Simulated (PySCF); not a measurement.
Si(H)(F)2(NH2) (F2H3NSi), SMILES N[SiH](F)F. Geometry: ωB97X-D3(BJ)/def2-SVP. One conformer was computed; it need not be the lowest.

Level of theory: ωB97X-D3(BJ)/def2-SVP (PySCF).

Harmonic wavenumbers (cm⁻¹): 95, 264, 321, 354, 364, 728, 831, 847, 901, 968, 997, 1542, 2357, 3638, 3738. Rotational constants (GHz): 7.009, 6.195, 3.815; symmetry number 1.

**Question.** Work out the zero-point energy and the ideal-gas rigid-rotor harmonic-oscillator thermochemistry at 298.15 K and 1 atm.

**Answer.** ZPE = ½ Σ hcν = ½ × 17943 cm⁻¹ = 25.65 kcal/mol. H − E(el) = 29.71 kcal/mol. Entropy in cal/(mol K): translation 39.17, rotation 25.08, vibration 9.74, total 73.98. G − E(el) = 7.65 kcal/mol. Cp = 19.70 cal/(mol K). Modes under 150 cm⁻¹ make the vibrational entropy uncertain.
